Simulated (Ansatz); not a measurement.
Input file for Ansatz (an electronic-structure program): U-r2SCAN/def2-TZVPP on F (SMILES [F]).

Ansatz 0.2 input:
```yaml
crystal:
  periodic: [false, false, false]
  atoms:
    - {symbol: F, position_ang: [0.00000000, 0.00000000, 0.00000000]}
basis:
  gaussian:
    orbitals: def2-TZVPP
hamiltonian:
  xc: {name: r2SCAN}
magnetization: {spin_polarized: true, initial_magnetization: 1}
```

What total energy does the run end on?

-99.7276 hartree.
